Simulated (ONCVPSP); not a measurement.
**Reading a pseudo-wave (Al (Z = 13))**

Columns: radius, all-electron u(r) and pseudo u(r) of the 3s shell (level -7.75 eV) of aluminium in the configuration [Ne] 3s2 3p1; PBE, scalar-relativistic, ONCV scheme, ONCVPSP 4.0.1.

```
r (bohr)  all-electron  pseudo
   0.128        0.0691  0.0308
   0.255       -0.1773  0.0638
   0.382       -0.2904  0.1007
   0.510       -0.2690  0.1422
   0.638       -0.1694  0.1871
   0.765       -0.0376  0.2338
   0.893        0.1010  0.2826
   1.020        0.2297  0.3327
   1.148        0.3435  0.3859
   1.275        0.4379  0.4418
   1.402        0.5139  0.4995
   1.530        0.5735  0.5562
   1.658        0.6178  0.6062
   1.785        0.6482  0.6438
   1.912        0.6665  0.6660
   2.040        0.6744  0.6744
   2.168        0.6734  0.6734
   2.295        0.6651  0.6650
   2.422        0.6509  0.6508
   2.550        0.6319  0.6319
   2.678        0.6093  0.6093
   2.805        0.5843  0.5843
   2.932        0.5576  0.5576
   3.060        0.5295  0.5295
   3.188        0.5009  0.5009
   3.315        0.4724  0.4725
```

(1) How many radial nodes do the two functions have?

(2) At about which radius was the pseudo-wave matched?

(3) Where does each function peak?

(4) Is the pseudo-wave norm-conserving?

Results:

(1) The all-electron 3s function has n − l − 1 = 2; the pseudo-wave has 0, since the states of the same l below it are removed with the core.

(2) 2.00 bohr, where the columns begin to agree (steps of 0.13 bohr).

(3) Outermost all-electron maximum near 2.04 bohr, pseudo maximum near 2.04 bohr (to the table’s step).

(4) Yes: the ONCV scheme keeps the norm inside the radius equal to the all-electron one, which fixes the energy derivative of the logarithmic derivative at the level.
